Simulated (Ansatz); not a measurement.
Geometry optimisation, RKS BHLYP/def2-SVP in Ansatz.

input.yaml

```yaml
crystal:
  periodic: [false, false, false]
  atoms:
    - { symbol: B, position_ang: [-0.38406, -1.362704, 0.127119] }
    - { symbol: O, position_ang: [1.334771, 0.423656, -1.175377] }
    - { symbol: Cl, position_ang: [-0.96234, -1.987125, -1.401583] }
    - { symbol: Cl, position_ang: [1.06875, -2.011933, 0.886406] }
    - { symbol: H, position_ang: [-0.212337, 1.603305, 0.164164] }
    - { symbol: "N", position_ang: [-1.183766, -0.374134, 0.862676] }
    - { symbol: H, position_ang: [1.321739, 1.383023, -1.235417] }
    - { symbol: F, position_ang: [-0.005474, 2.4858, 0.092409] }
    - { symbol: H, position_ang: [2.150266, 0.213812, -0.724126] }
    - { symbol: H, position_ang: [-1.004648, -0.205676, 1.838076] }
    - { symbol: H, position_ang: [-2.1227, -0.168023, 0.565753] }
basis:
  gaussian: { orbitals: def2-SVP }
hamiltonian:
  xc: { name: BHLYP }
relax:
  f_tol: 0.03
  max_steps: 50
```

Run as:

```bash
$ ansatz run input.yaml --threads 2 --pin off --max-ram 3072MiB --backend cpu --events-out ev --progress --plain --runs-dir out
```

Task: Where does it end, and by what steps?

Result: It converged. After 33 steps the energy has fallen by 1.427 eV; H9 moved furthest, 1.21 Å. Parted: O2–H7 (0.96 → 1.61 Å), H5–F8 (0.91 → 1.84 Å). Joined: B1–O2 (2.80 → 1.42 Å), H5–N6 (2.31 → 1.03 Å), H7–F8 (2.18 → 0.95 Å).

| step | energy less start (eV) | largest force component (eV/Å) | accepted |
| --- | --- | --- | --- |
| 0 | 0.0000 | 1.652 | yes |
| 2 | -0.1135 | 2.007 | no |
| 4 | -0.1981 | 0.523 | yes |
| 6 | -0.2056 | 0.230 | yes |
| 8 | -0.2126 | 0.058 | yes |
| 10 | -0.2157 | 0.187 | yes |
| 12 | -0.2407 | 0.746 | yes |
| 14 | -0.3934 | 1.807 | yes |
| 16 | -0.5734 | 0.256 | yes |
| 18 | -0.5884 | 0.104 | yes |
| 20 | -0.5974 | 0.769 | yes |
| 22 | -0.7198 | 1.889 | yes |
| 24 | -1.0418 | 5.102 | no |
| 26 | -1.3930 | 0.347 | yes |
| 28 | -1.4249 | 0.111 | yes |
| 30 | -1.4264 | 0.206 | yes |
| 32 | -1.4262 | 0.178 | no |
| 33 | -1.4273 | 0.023 | yes |

```xyz
11
Properties=species:S:1:pos:R:3
B 0.175 -0.810 -0.160
O 0.813 0.120 -1.026
Cl -0.688 -2.174 -1.061
Cl 1.263 -1.439 1.195
H -0.579 0.968 0.809
N -0.967 0.052 0.559
H 0.914 1.564 -0.330
F 0.650 2.235 0.282
H 1.470 -0.287 -1.585
H -1.301 -0.422 1.390
H -1.748 0.192 -0.075
```

Whether the end is a true minimum wasn't checked by a vibrational analysis.

The run took 100 s on 2 threads of AMD EPYC 7R13 Processor (Zen 3), with other jobs on the host, peak memory 0.3 GiB.
